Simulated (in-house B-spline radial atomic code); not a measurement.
Computed with a B-spline radial atomic code. Model: two electrons, singlet ground state, non-relativistic, full CI in B-splines with partial waves to l = 8 (at full coupling up to 3e-4 hartree above the limit, correlation up to 0.6 % small), density held at that of full coupling by Lieb maximisation.

W(λ) is the mean repulsion in the state of coupling λ less the Hartree energy of the fixed density. Its start is exact exchange, its initial slope is twice the second-order Görling-Levy correlation energy, and its area from 0 to 1 is E_xc. A straight curve means weak, dynamic correlation, and a curve that drops fast and flattens means strong correlation.

Command:
```bash
python run_ac.py task.json out
```
Settings (lengths in bohr, energies in hartree):
```
potential              yukawa
strength               8.73
lmax                   8
second                 3.4
```

Run time, properties included: 14 s on 1 thread of Intel(R) Xeon(R) Processor @ 2.30GHz, on a shared host.

**W = mean repulsion less Hartree energy, and W of three functionals.**

Given: confinement screened point charge; nuclear charge 8.73; screening of the nucleus 3.4 1/bohr; external potential -Z exp(-k r)/r.

Computed: LDA exchange minus exact 641.69 millihartree; SCAN exchange minus exact -21.21 millihartree.

```json
{"coupling": "0", "W xc (hartree)": "-4.6413", "W xc minus exchange (millihartree)": "0", "kinetic minus Kohn-Sham (millihartree)": "0", "LDA (PW92) W minus its exchange (millihartree)": "0", "PBE W minus its exchange (millihartree)": "0", "SCAN W minus its exchange (millihartree)": "0"}
{"coupling": "0.02", "W xc (hartree)": "-4.6432", "W xc minus exchange (millihartree)": "-1.918", "kinetic minus Kohn-Sham (millihartree)": "0", "LDA (PW92) W minus its exchange (millihartree)": "-15.53", "PBE W minus its exchange (millihartree)": "-1.77", "SCAN W minus its exchange (millihartree)": "-1.84"}
{"coupling": "0.05", "W xc (hartree)": "-4.6461", "W xc minus exchange (millihartree)": "-4.789", "kinetic minus Kohn-Sham (millihartree)": "0.1", "LDA (PW92) W minus its exchange (millihartree)": "-33.21", "PBE W minus its exchange (millihartree)": "-4.44", "SCAN W minus its exchange (millihartree)": "-4.57"}
{"coupling": "0.12", "W xc (hartree)": "-4.6527", "W xc minus exchange (millihartree)": "-11.45", "kinetic minus Kohn-Sham (millihartree)": "0.7", "LDA (PW92) W minus its exchange (millihartree)": "-67.05", "PBE W minus its exchange (millihartree)": "-10.73", "SCAN W minus its exchange (millihartree)": "-10.87"}
{"coupling": "0.25", "W xc (hartree)": "-4.665", "W xc minus exchange (millihartree)": "-23.7", "kinetic minus Kohn-Sham (millihartree)": "2.9", "LDA (PW92) W minus its exchange (millihartree)": "-118.17", "PBE W minus its exchange (millihartree)": "-22.48", "SCAN W minus its exchange (millihartree)": "-22.34"}
{"coupling": "0.4", "W xc (hartree)": "-4.6789", "W xc minus exchange (millihartree)": "-37.64", "kinetic minus Kohn-Sham (millihartree)": "7.5", "LDA (PW92) W minus its exchange (millihartree)": "-167.69", "PBE W minus its exchange (millihartree)": "-36.06", "SCAN W minus its exchange (millihartree)": "-35.27"}
{"coupling": "0.6", "W xc (hartree)": "-4.6972", "W xc minus exchange (millihartree)": "-55.911", "kinetic minus Kohn-Sham (millihartree)": "16.6", "LDA (PW92) W minus its exchange (millihartree)": "-224.68", "PBE W minus its exchange (millihartree)": "-54.11", "SCAN W minus its exchange (millihartree)": "-52.08"}
{"coupling": "0.8", "W xc (hartree)": "-4.7151", "W xc minus exchange (millihartree)": "-73.831", "kinetic minus Kohn-Sham (millihartree)": "29.1", "LDA (PW92) W minus its exchange (millihartree)": "-274.92", "PBE W minus its exchange (millihartree)": "-72.02", "SCAN W minus its exchange (millihartree)": "-68.45"}
{"coupling": "1", "W xc (hartree)": "-4.7327", "W xc minus exchange (millihartree)": "-91.408", "kinetic minus Kohn-Sham (millihartree)": "44.9", "LDA (PW92) W minus its exchange (millihartree)": "-320.35", "PBE W minus its exchange (millihartree)": "-89.73", "SCAN W minus its exchange (millihartree)": "-84.42"}
{"coupling": "1.4", "W xc (hartree)": "?", "W xc minus exchange (millihartree)": "?", "kinetic minus Kohn-Sham (millihartree)": "?", "LDA (PW92) W minus its exchange (millihartree)": "?", "PBE W minus its exchange (millihartree)": "?", "SCAN W minus its exchange (millihartree)": "?"}
{"coupling": "2", "W xc (hartree)": "-4.8158", "W xc minus exchange (millihartree)": "-174.49", "kinetic minus Kohn-Sham (millihartree)": "168.9", "LDA (PW92) W minus its exchange (millihartree)": "-503.91", "PBE W minus its exchange (millihartree)": "-174.73", "SCAN W minus its exchange (millihartree)": "-159.07"}
{"coupling": "3", "W xc (hartree)": "-4.8916", "W xc minus exchange (millihartree)": "-250.28", "kinetic minus Kohn-Sham (millihartree)": "357.8", "LDA (PW92) W minus its exchange (millihartree)": "-645.42", "PBE W minus its exchange (millihartree)": "-253.34", "SCAN W minus its exchange (millihartree)": "-226.53"}
{"coupling": "4.5", "W xc (hartree)": "?", "W xc minus exchange (millihartree)": "?", "kinetic minus Kohn-Sham (millihartree)": "?", "LDA (PW92) W minus its exchange (millihartree)": "?", "PBE W minus its exchange (millihartree)": "?", "SCAN W minus its exchange (millihartree)": "?"}
{"coupling": "7", "W xc (hartree)": "-5.1376", "W xc minus exchange (millihartree)": "-496.37", "kinetic minus Kohn-Sham (millihartree)": "1561.4", "LDA (PW92) W minus its exchange (millihartree)": "-1029.7", "PBE W minus its exchange (millihartree)": "-512.48", "SCAN W minus its exchange (millihartree)": "-445.67"}
{"coupling": "10", "W xc (hartree)": "-5.2779", "W xc minus exchange (millihartree)": "-636.68", "kinetic minus Kohn-Sham (millihartree)": "2746.3", "LDA (PW92) W minus its exchange (millihartree)": "-1224.3", "PBE W minus its exchange (millihartree)": "-663.3", "SCAN W minus its exchange (millihartree)": "-572.98"}
```

Task: What belongs in the row 1.4?

Result: W xc (hartree): -4.7668; W xc minus exchange (millihartree): -125.58; kinetic minus Kohn-Sham (millihartree): 85.9; LDA (PW92) W minus its exchange (millihartree): -400.89; PBE W minus its exchange (millihartree): -124.48; SCAN W minus its exchange (millihartree): -115.26.

Task: What belongs in the row 4.5?

Result: W xc (hartree): -4.9935; W xc minus exchange (millihartree): -352.21; kinetic minus Kohn-Sham (millihartree): 738.4; LDA (PW92) W minus its exchange (millihartree): -814.48; PBE W minus its exchange (millihartree): -360; SCAN W minus its exchange (millihartree): -317.

Task: What is the PBE exchange minus exact?

Result: 56.423 millihartree.

**Energy parts, natural occupations and partial-wave weights.**

Computed: total energy -26.3877 hartree; correlation energy -0.046459 hartree; kinetic part of the DFT correlation energy 0.044949 hartree; initial slope twice GL2 -0.095973 hartree; kinetic part over minus potential part 0.49174; Hartree energy 9.2826 hartree; Lieb Oxford ratio E_xc over LDA exchange 1.1721.

```tsv
natural	occupation of the shell (electrons)
s	1.999
p	?
s	0.00043722
d	2.6317e-05
p	2.1477e-05
s	1.1283e-05
```

Task: What belongs in the row p?

Result: occupation of the shell (electrons): 0.00047145.

| wave | weight |
| --- | --- |
| s | 0.99973 |
| p | ? |
| d | 1.5034e-05 |
| f | 2.2633e-06 |
| g | 5.4115e-07 |

Task: What belongs in the row p?

Result: weight: 0.00024769.

Task: What is the exchange energy?

Result: -4.6413 hartree.

Task: What is the Kohn-Sham kinetic?

Result: 58.303 hartree.

Half-way to full coupling W has made 51 % of its drop, against 50 % for a straight line, and second-order (GL2) theory, half the initial slope, overshoots the correlation energy by about 3 %: correlation is weak here. Over couplings 0 to 1 the errors in E_xc come to about +502 millihartree for LDA, +58 millihartree for PBE, -18 millihartree for SCAN, so SCAN is nearest. In LDA and SCAN the errors of exchange and correlation have opposite signs, so the sum is smaller than the larger of the two.
